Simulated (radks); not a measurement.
Valence configurations of V2+ (all share [Ar]). Calculated with a radial shooting solver on a logarithmic mesh with Libxc functionals: non-relativistic Kohn-Sham, PBE, spin-polarised, spherical densities, point nucleus; open shells are filled with parallel spins first. Energies are relative to 3d3; eigenvalues in eV for spin up.

valence,E (eV),moment (Bohr magnetons),e(3d),e(4p),e(4s)
3d3,0.000,3,-22.481,-,-
3d2.5 4s0.5,2.539,3,-25.098,-,-19.266
3d2.5 4p0.5,5.038,3,-25.608,-14.553,-
3d2 4s1,5.847,3,-27.885,-,-20.469
3d1.5 4s1.5,10.765,2,-30.743,-,-21.291
3d2 4p1,11.065,3,-28.878,-15.803,-
3d1.5 4s1 4p0.5,12.697,3,-31.300,-16.503,-21.945
3d1 4s2,16.365,1,-33.743,-,-22.054
3d1 4s1 4p1,20.670,3,-34.813,-17.693,-23.364
3d0.5 4s1 4p1.5,29.843,3,-38.416,-18.822,-24.724

NIST lists [Ar] 3d3 as the ground configuration; this level of theory agrees among the configurations tried. The energies are those of spherical high-spin densities, not of single terms.
